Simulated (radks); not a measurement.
Results of a calculation; reference values are marked as such.
All-electron atom: the scandium ion Sc19+ in [He] (the NIST ground configuration).

Code: a radial shooting solver on a logarithmic mesh with Libxc functionals. Model: scalar-relativistic Kohn-Sham, LDA (Slater exchange, Perdew-Wang correlation), spin-polarised, spherical densities, finite nucleus; Fermi nuclear charge, rms radius 3.5459 fm.

Energy parts (eV):
total: -11670.867
kinetic: 11801.795
electron-nucleus: -23869.143
Hartree: 706.305
exchange-correlation: -309.824

Orbitals (lengths in bohr, moments of r in powers of bohr; r(max) is where P^2 peaks):
orbital	occ.	eigenvalue (eV)	<r^2>	<1/r>	r(max)
1s	2	-5533.068	0.007022	20.89	0.04771

The highest occupied level is 1s at -5533.1 eV. For comparison, the ionisation energy in NIST's Atomic Spectra Database is 5674.9 eV (theoretical). In exact Kohn-Sham theory the highest level is minus the ionisation energy, but local and semilocal functionals leave it too shallow, through self-interaction and a potential that decays too fast; potentials with the right tail come closer. Summed over all electrons, <r^2> = 0.01404 bohr^2, which gives a Langevin (diamagnetic) susceptibility term of -0.0111 x 10^-6 cm^3/mol. The electron density at the nucleus is 6696 e/bohr^3 (large components only). The density falls to 0.001 e/bohr^3 at r = 0.38 bohr.
